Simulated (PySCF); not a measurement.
C2H2F, SMILES [CH]=CF, multiplicity 2. Atoms are numbered in the order given.

```xyz
5

C      0.1104    -1.2565     0.0000
C     -0.4443    -0.0816     0.0000
F      0.2732     1.0762     0.0000
H      1.0545    -1.7674     0.0000
H     -1.5100     0.1106     0.0000
```
Charge 0, spin multiplicity 2.

Geometry optimised at B3LYP-D3(BJ)/def2-TZVP. The isomer is the one that the SMILES or the coordinates give; other isomers of the formula were not compared.

These are PySCF with B3LYP/pcH-1 values and carry that method's errors.

Unrestricted Kohn–Sham, ⟨S²⟩ = 0.759. Hyperfine tensors hold the contact and dipolar terms, without spin-orbit corrections.

Computed hyperfine couplings:
```json
[
 {"nucleus": "13C no. 1", "A(iso) (MHz)": "303.7", "A(iso) (G)": "108.4", "dipolar principal values (MHz)": "-83.5, -62.1, 145.6"},
 {"nucleus": "13C no. 2", "A(iso) (MHz)": "50.0", "A(iso) (G)": "17.9", "dipolar principal values (MHz)": "-18.9, 4.2, 14.7"},
 {"nucleus": "19F no. 3", "A(iso) (MHz)": "284.4", "A(iso) (G)": "101.5", "dipolar principal values (MHz)": "-169.3, -111.6, 280.9"},
 {"nucleus": "1H no. 4", "A(iso) (MHz)": "3.8", "A(iso) (G)": "1.4", "dipolar principal values (MHz)": "-33.2, -7.4, 40.6"},
 {"nucleus": "1H no. 5", "A(iso) (MHz)": "51.7", "A(iso) (G)": "18.5", "dipolar principal values (MHz)": "-6.8, -3.5, 10.4"}
]
```

Task: And the g tensor (effective nuclear charges for spin-orbit coupling, GIAO)? (Estimate from the structure and the level; the computed values follow.)

Result: principal values 2.0004, 2.0021, 2.0025; isotropic 2.0016.
